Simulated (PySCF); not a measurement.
# From computed data to an observable: oscillator strength and radiative lifetime

Sn(All)(H)3 (C3H8Sn), SMILES C=C[CH2][SnH3].

The structure is a stationary point at PBE-D3(BJ)/def2-SVP. The structure was generated by enumeration; whether it is a known compound was not checked. The def2 effective core potentials stand for the cores of Sn; spin–orbit coupling is left out. One conformer was computed; it need not be the lowest.

TDA-PBE/def2-SVPD (PySCF 2.14.0) puts the first singlet state with f over 0.02 at 5.30 eV (vertical), with the transition dipole (-0.390, -0.082, -0.009) in atomic units.

### Question
Find the oscillator strength, the wavelength and the radiative lifetime that this transition would have in vacuum if emission retraced absorption.

### Answer

|μ|² = 0.1589 au, so |μ| = 1.01 D. ΔE = 5.30/27.211 = 0.1948 hartree. f = (2/3) ΔE |μ|² = 0.021 (the program prints 0.021).
λ = 1239.84/5.30 = 234 nm; ν = 42747 cm⁻¹.
Einstein's coefficient A = 0.6670 ν² f s⁻¹ (ν in cm⁻¹) = 2.5e7 s⁻¹, so τ = 1/A = 40 ns. This state is S1. The figure is the radiative limit of this one transition; relaxation, internal conversion, crossing to triplets and a medium change what is measured.
